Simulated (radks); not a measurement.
Q: Isoelectronic series with 12 electrons, each ion in its NIST ground configuration. Calculated with a radial shooting solver on a logarithmic mesh with Libxc functionals: non-relativistic Kohn-Sham, PBE, spin-polarised, spherical densities, point nucleus. Total energies (hartree) and screening constants sigma, defined by e = -(Z - sigma)^2 / (2 n^2) hartree:

| ion | configuration | E (hartree) | 3s | 2p | 2s |
|---|---|---|---|---|---|
| Mg | [Ne] 3s2 | -199.95512 | 10.237 | 8.296 | 7.164 |
| Si2+ | [Ne] 3s2 | -288.32973 | 9.660 | 8.137 | 7.138 |
| S4+ | [Ne] 3s2 | -393.69128 | 9.405 | 8.029 | 7.094 |
| Ar6+ | [Ne] 3s2 | -515.98832 | 9.254 | 7.955 | 7.056 |
| Ti10+ | [Ne] 3s2 | -811.32023 | 9.078 | 7.862 | 7.001 |
| Cr12+ | [Ne] 3s2 | -984.33995 | 9.021 | 7.831 | 6.981 |
| Fe14+ | [Ne] 3s2 | -1174.25702 | 8.977 | 7.806 | 6.964 |
| Ni16+ | [Ne] 3s2 | -1381.06927 | 8.941 | 7.786 | 6.950 |

Estimate the row of Ca8+ ([Ne] 3s2).

A: E (hartree) -655.20120; 3s 9.152; 2p 7.902; 2s 7.025.
